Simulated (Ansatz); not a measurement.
`CN[Si](F)(F)F` + CH₃OH → `CO[Si](F)(F)F` + CH₃NH₂ at 400 K and 1 bar (ligand exchange at the Si–N bond).

Isolated molecules relaxed with PBE0-D4/def2-TZVP in Ansatz; ΔE leaves out vibrations. CCSD(T)/CBS adds triple-zeta CCSD(T) − MP2 to the extrapolated MP2 energy (def2 sets, frozen cores). This one scheme is used for every species. Each species was taken in one conformer, which may not be the lowest.

| species | CCSD(T)/CBS energy (Eh) | H − E (kJ/mol) | S (J/(mol·K)) |
| --- | --- | --- | --- |
| `CN[Si](F)(F)F` | -683.86577 | 203.6 | 397.0 |
| CH₃OH | -115.61712 | 151.2 | 252.6 |
| `CO[Si](F)(F)F` | -703.74509 | 170.7 | 392.6 |
| CH₃NH₂ | -95.75281 | 185.4 | 256.0 |

H − E and S are ideal-gas, rigid-rotor, harmonic terms from PBE0-D4/def2-TZVP, for one conformer and one mirror image of each species. 1 Eh = 2625.50 kJ/mol, R = 8.31446 J/(mol·K).

Question: By hand: ΔE, ΔH, ΔS and ΔG.

Answer: ΔE = (-703.74509) + (-95.75281) − (-683.86577) − (-115.61712) = -0.01501 Eh = -39.4 kJ/mol. Δ(H − E) = 170.7 + 185.4 − 203.6 − 151.2 = 1.3, so ΔH = -38.1 kJ/mol. ΔS = 392.6 + 256.0 − 397.0 − 252.6 = -1.0 J/(mol·K). ΔG = -38.1 − 400 × (-1.0)/1000 = -37.7 kJ/mol.

Question: By hand: the equilibrium constant, and the temperature at which ΔG would vanish if ΔH and ΔS stayed fixed.

Answer: log₁₀ K = −ΔG/(RT ln 10) = 4.9. ΔG = 0 at ΔH/ΔS = 38100 K, far beyond where these terms or the molecules hold.

The number of gas molecules stays the same, so ΔS is small and ΔH decides. A doubt of 5 kJ/mol in ΔE shifts log₁₀ K by 0.7 here. Other conformers and mirror images would add mixing entropy, several J/(mol·K) or more a flexible species. Modes under 60 cm⁻¹, often nearly free rotors, make the harmonic entropy too high. These are equilibria of isolated gas molecules and say nothing of rates. Largest T1 diagnostic: 0.011 (customary marks: 0.02 for closed shells, 0.045 for open ones).
